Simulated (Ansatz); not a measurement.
Input file for `S[SiH]1C[SiH2]C1`:

```yaml
crystal:
  periodic: [false, false, false]
  atoms:
    - {symbol: S, position_ang: [-0.599478, 2.753689, 0.410261]}
    - {symbol: Si, position_ang: [0.123139, 0.753467, 0.653997]}
    - {symbol: C, position_ang: [-1.085580, -0.670823, 0.384441]}
    - {symbol: Si, position_ang: [0.235711, -1.429132, -0.741948]}
    - {symbol: C, position_ang: [1.185887, 0.210341, -0.801738]}
    - {symbol: H, position_ang: [-1.252375, 2.779347, 1.585005]}
    - {symbol: H, position_ang: [0.820702, 0.623527, 1.961690]}
    - {symbol: H, position_ang: [-1.421453, -1.234496, 1.253460]}
    - {symbol: H, position_ang: [-1.958352, -0.351457, -0.191669]}
    - {symbol: H, position_ang: [-0.248096, -1.940703, -2.052809]}
    - {symbol: H, position_ang: [1.011202, -2.501095, -0.061972]}
    - {symbol: H, position_ang: [0.942147, 0.771836, -1.708483]}
    - {symbol: H, position_ang: [2.267044, 0.200703, -0.675437]}
basis:
  gaussian: {orbitals: def2-TZVPP}
correlation: {method: ccsd_t}
```

```sh
$ ansatz run in.yaml --threads 4 --pin off --events-out ev --progress --plain --max-ram 10444MiB
```

Log, shortened:

```
Functional definition: HF
1698 factors; integrals over basis functions are off by at most 1.1e-3 eV
mean field evaluation 1: about -28727.7920 eV, gradient 3.8e1 eV
mean field evaluation 2: about -28728.1188 eV, gradient 3.8e1 eV
mean field evaluation 4: about -28732.2549 eV, gradient 4.0e0 eV
mean field evaluation 8: about -28732.3290 eV, gradient 2.8e-1 eV
mean field -28732.32941169 eV, -1055.8936304074 hartree, gradient 3.5e-6 eV, S^2 0.000000; 0 other end points of the search recorded, 0 dependent functions left out
17 core orbitals not correlated: weight in the atoms' cores, before any rotation towards them, 1.000 or more for the frozen orbitals, at most 0.000 for the correlated occupied ones
reference -28732.32941169 eV, -1055.8936304074 hartree; 15, 15 occupied and 268, 268 virtual orbitals, 1698 factors
second order -20.87285917 eV of doubles, -0.00000000 eV of singles
cycle   1  -21.98736707 eV  change    -1.1e0 eV  update   1.0e-1
cycle   2  -22.56781473 eV  change   -5.8e-1 eV  update   2.9e-2
cycle   3  -22.64689806 eV  change   -7.9e-2 eV  update   1.2e-2
cycle   4  -22.64047679 eV  change    6.4e-3 eV  update   2.9e-3
cycle   5  -22.63958147 eV  change    9.0e-4 eV  update   1.1e-3
cycle   6  -22.63934085 eV  change    2.4e-4 eV  update   3.2e-4
cycle   7  -22.63925687 eV  change    8.4e-5 eV  update   1.2e-4
cycle   8  -22.63928520 eV  change   -2.8e-5 eV  update   4.1e-5
cycle   9  -22.63929248 eV  change   -7.3e-6 eV  update   1.5e-5
perturbative correction -0.99170082 eV, -0.0364443330 hartree
Total energy: -28755.96040500 eV, -1056.7620533936 hartree
```

Hardware: 4 threads of an Arm Neoverse V2 on a shared host. Wall time 3.4 min, peak host memory 9.1 GiB.

Correlation energy per correlated electron: -0.788 eV. T1 diagnostic: 0.0111.
